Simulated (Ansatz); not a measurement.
`[Cl][GaH][GeH3]` + `[F][SnH]([SH])[Cl]` → `[SH][GaH][Cl]` + `[F][SnH]([Cl])[GeH3]` at 400 K and 1 bar (redistribution).

Calculated with Ansatz (gas phase, PBE0-D4/def2-TZVP geometries, no zero-point term in ΔE). CCSD(T)/CBS adds triple-zeta CCSD(T) − MP2 to the extrapolated MP2 energy (def2 sets, frozen cores). Elements past krypton have def2 core potentials. For Ga, Ge, Sn outer-core shells are correlated without core-valence functions, which leaves a few kJ/mol of doubt a bond. Scalar relativity is left out up to krypton. Each species was taken in one conformer, which may not be the lowest.

```csv
species,CCSD(T)/CBS energy (Eh),H − E (kJ/mol),S (J/(mol·K))
`[Cl][GaH][GeH3]`,-4462.28367,111.1,390.3
`[F][SnH]([SH])[Cl]`,-1172.67563,81.0,390.1
`[SH][GaH][Cl]`,-2782.78263,70.1,337.2
`[F][SnH]([Cl])[GeH3]`,-2852.19383,122.9,426.5
```

H − E and S are ideal-gas, rigid-rotor, harmonic terms from PBE0-D4/def2-TZVP, for one conformer and one mirror image of each species. 1 Eh = 2625.50 kJ/mol, R = 8.31446 J/(mol·K).

By hand: ΔE, ΔH, ΔS and ΔG.

ΔE = (-2782.78263) + (-2852.19383) − (-4462.28367) − (-1172.67563) = -0.01716 Eh = -45.1 kJ/mol. Δ(H − E) = 70.1 + 122.9 − 111.1 − 81.0 = 0.9, so ΔH = -44.2 kJ/mol. ΔS = 337.2 + 426.5 − 390.3 − 390.1 = -16.7 J/(mol·K). ΔG = -44.2 − 400 × (-16.7)/1000 = -37.5 kJ/mol.

By hand: the equilibrium constant, and the temperature at which ΔG would vanish if ΔH and ΔS stayed fixed.

log₁₀ K = −ΔG/(RT ln 10) = 4.9. ΔG = 0 at ΔH/ΔS = 2647 K, far beyond where these terms or the molecules hold.

ΔH outweighs TΔS. A doubt of 5 kJ/mol in ΔE shifts log₁₀ K by 0.7 here. Other conformers and mirror images would add mixing entropy, several J/(mol·K) or more a flexible species. Modes under 60 cm⁻¹, often nearly free rotors, make the harmonic entropy too high. These are equilibria of isolated gas molecules and say nothing of rates. Largest T1 diagnostic: 0.013 (customary marks: 0.02 for closed shells, 0.045 for open ones).
